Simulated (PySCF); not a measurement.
Computed shifts of a molecule C₂H₆F₂Si, PBE/pcSseg-1 (PySCF), GIAO, gas phase, atoms alike by connectivity averaged where their shifts nearly agree, in ppm (number of nuclei): ¹³C: 90.8 (1), 17.3 (1). ¹⁹F: -251.0 (1), -267.6 (1). ²⁹Si: 5.6 (1). ¹H: 5.45 (2), 5.22 (1), 1.57 (3). References: ¹³C against TMS (σ = 182.0 ppm); ¹⁹F against CFCl3 (σ = 133.6 ppm); ²⁹Si against TMS (σ = 335.4 ppm); ¹H against TMS (σ = 31.49 ppm), references at their B3LYP-D3(BJ)/def2-TZVP geometries, non-relativistic. Geometry: PBE0-D3(BJ)/def2-SVP. One conformer was computed; it need not be the lowest.

**Question.** Identify the compound among the candidates.
A. C[C@@H](F)[SiH2]F
B. C[SiH2]C(F)F
C. CC(F)(F)[SiH3]
D. FC[SiH2]CF

**Answer.** A, C[C@@H](F)[SiH2]F
